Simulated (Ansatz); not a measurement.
Species: C$_{2}$H$_{2}$OS, SMILES `O=CC=S` (O–C–C–S torsion 180°) (charge 0, multiplicity 1), formula C₂H₂OS.

Q: How many basis functions does Ansatz (an electronic-structure program) with frozen-core CCSD(T)/cc-pVTZ // B3LYP-D3(BJ)/def2-TZVP use, how many core orbitals are frozen, and how many electrons are correlated?

A: 152 basis functions and 8 frozen orbitals, which leaves 22 correlated electrons. Core time is of the order of minutes.
